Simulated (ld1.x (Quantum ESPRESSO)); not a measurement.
## Reading a pseudo-wave (F)

Columns: radius, all-electron u(r) and pseudo u(r) of the 2p shell (level -49.11 eV) of fluorine in the configuration [He] 2s2 2p3; LDA (PZ), scalar-relativistic, RRKJ scheme, ld1.x (Quantum ESPRESSO) 7.5.

```tsv
r (bohr)	all-electron	pseudo
0.085	0.1259	0.0395
0.170	0.3575	0.1520
0.255	0.5831	0.3204
0.340	0.7640	0.5192
0.425	0.8917	0.7189
0.510	0.9699	0.8917
0.595	1.0065	1.0170
0.680	1.0106	1.0854
0.765	0.9904	1.0981
0.850	0.9531	1.0656
0.935	0.9044	1.0022
1.020	0.8485	0.9223
1.105	0.7889	0.8377
1.190	0.7279	0.7560
1.275	0.6674	0.6810
1.360	0.6086	0.6139
1.445	0.5524	0.5538
1.530	0.4993	0.4995
1.615	0.4497	0.4497
1.700	0.4037	0.4037
1.785	0.3613	0.3613
1.870	0.3226	0.3226
1.955	0.2873	0.2873
2.040	0.2553	0.2553
2.125	0.2264	0.2264
2.210	0.2005	0.2005
```

Task: How many radial nodes do the two functions have?

Result: The all-electron 2p function has n − l − 1 = 0; the pseudo-wave has 0.

Task: At about which radius was the pseudo-wave matched?

Result: 1.70 bohr. The columns agree to 0.0005 from 1.53 bohr on; several derivatives are matched, so the curves merge somewhat inside the radius.

Task: Is the pseudo-wave norm-conserving?

Result: Yes: the RRKJ scheme keeps the norm inside the radius equal to the all-electron one, which fixes the energy derivative of the logarithmic derivative at the level.
